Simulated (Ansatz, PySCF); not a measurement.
Species: PbS, net charge 0, singlet state. 
Structure (B3LYP-D3(BJ)/def2-TZVP (Ansatz, a first-principles code) minimum search):
```xyz
2

Pb     0.0000     0.0000    -0.3764
S      0.0000     0.0000     1.9291
```
Charge 0, spin multiplicity 1.

Total electronic energies in hartree. Valence correlation only, unless marked. Spin-orbit coupling is left out. The frozen core is the preceding noble-gas configuration, with the filled d and f shells of earlier blocks. Past Kr the def2 sets carry scalar-relativistic core potentials. CBS marks a two-point X^-3 extrapolation of the correlation energy; Hartree-Fock from the larger set. [CCSD(T)-MP2]/basis is that difference in the basis named.

The T1 diagnostic of CCSD in the largest basis is 0.028, which is high, so the coupled-cluster rows are less sure than usual.

| level | program | energy (Eh) |
|---|---|---|
| HF/def2-TZVPP | Ansatz | -589.41482 |
| BLYP/def2-TZVPD | Ansatz | -591.10858 |
| BP86-D4/def2-TZVPD | PySCF + dftd4 | ___ |
| TPSS-D4/def2-TZVPD | PySCF + dftd4 | -591.09459 |
| M06-L/def2-TZVPD | PySCF | -591.23916 |
| B3LYP/def2-TZVPD | Ansatz | -591.20899 |
| PBE0-D4/def2-TZVPD | Ansatz + dftd4 | -590.98261 |
| r2SCANh/def2-TZVPD | Ansatz | ___ |
| PW6B95-D3(BJ)/def2-TZVPD | PySCF + dftd3 | -591.53727 |
| wB97M-V/def2-TZVPD | Ansatz | -591.02287 |
| B2GP-PLYP-D3(BJ)/def2-TZVPD | Ansatz + dftd3 | -590.54081 |
| B2GP-PLYP-D4/def2-TZVPD | Ansatz + dftd4 | -590.53697 |
| B2PLYP-D3(BJ)/def2-TZVPD | Ansatz + dftd3 | -590.67591 |
| B2PLYP-D4/def2-TZVPD | Ansatz + dftd4 | -590.67496 |
| MP2/def2-TZVPP | Ansatz | -589.65909 |
| MP2/def2-QZVPP | Ansatz | -589.69273 |
| MP2/CBS(def2-TZVPPD,def2-QZVPPD) | Ansatz | -589.7074 |
| RI-MP2/def2-TZVPPD | Ansatz | -589.66192 |
| RI-MP2/CBS(def2-TZVPP,def2-QZVPP) | Ansatz | -589.7079 |
| CCSD/def2-SVPD | Ansatz | -589.49237 |
| RI-MP2/CBS(def2-TZVPP,def2-QZVPP)+[CCSD(T)-MP2]/def2-QZVPP | Ansatz | -589.7381 |
| RI-MP2/CBS(def2-TZVPPD,def2-QZVPPD)+[CCSD(T)-MP2]/def2-QZVPPD | Ansatz | -589.7374 |
| CCSD(T)/CBS(def2-TZVPPD,def2-QZVPPD) | Ansatz | -589.7362 |

Q: Complete the blanks.

A: 
- BP86-D4/def2-TZVPD, energy (Eh): -591.32384
- r2SCANh/def2-TZVPD, energy (Eh): -591.15692
